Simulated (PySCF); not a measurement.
C3H8FNSi, SMILES [C@@H]([SiH3])(/C=N/C)F. Atoms are numbered in the order given.

```xyz
14

C      2.6789     1.0649     0.2048
N      1.3122     0.6260     0.3430
C      0.9164    -0.4029    -0.2789
C     -0.4883    -0.9035    -0.1109
F     -0.9629    -1.3417    -1.3523
Si    -1.6706     0.4323     0.6007
H      3.2801     0.4480    -0.4927
H      3.1673     1.0580     1.1937
H      2.6909     2.1117    -0.1413
H      1.5632    -0.9883    -0.9674
H     -0.4723    -1.7852     0.5609
H     -1.3545     0.7181     2.0254
H     -3.0479    -0.1355     0.5198
H     -1.5992     1.6634    -0.2287
```
Charge 0, spin multiplicity 1.

Geometry optimised at B3LYP-D3(BJ)/def2-SVP. The structure was generated by enumeration; whether it is a known compound was not checked. The values are those of a single conformer.

These are PBE/def2-TZVP run with PySCF values and carry that method's errors.

Atomic charges (e):

| atom | IAO | Mulliken |
|---|---|---|
| C1 | -0.32 | (withheld) |
| N2 | -0.24 | -0.13 |
| C3 | 0.01 | (withheld) |
| C4 | -0.10 | 0.13 |
| F5 | -0.31 | (withheld) |
| Si6 | 0.55 | 0.12 |
| H7 | 0.12 | (withheld) |
| H8 | 0.16 | (withheld) |
| H9 | 0.16 | (withheld) |
| H10 | 0.11 | (withheld) |
| H11 | 0.16 | 0.09 |
| H12 | -0.10 | -0.02 |
| H13 | -0.11 | -0.03 |
| H14 | -0.09 | -0.01 |

Task: Fill in the missing entries. (An estimate is asked for; the answer gives what the named calculation found.)

Result: 
- C1, Mulliken: -0.26
- C3, Mulliken: -0.12
- F5, Mulliken: -0.21
- H7, Mulliken: 0.09
- H8, Mulliken: 0.14
- H9, Mulliken: 0.14
- H10, Mulliken: 0.07

Task: Give the Mayer and Wiberg (Löwdin basis) orders of the bonds. (The exact figures need the calculation; the answer reports its results.)

Result: 
```
bond     Mayer  Wiberg
-------  -----  ------
C1–N2     0.98    1.40
N2–C3     1.95    2.25
C3–C4     1.00    1.25
C4–F5     0.99    1.61
C4–Si6    0.94    1.06
C1–H7     0.95    0.91
C1–H8     0.95    0.91
C1–H9     0.95    0.91
C3–H10    0.93    0.83
C4–H11    0.91    0.82
Si6–H12   0.93    0.95
Si6–H13   0.94    0.95
Si6–H14   0.95    0.95
```
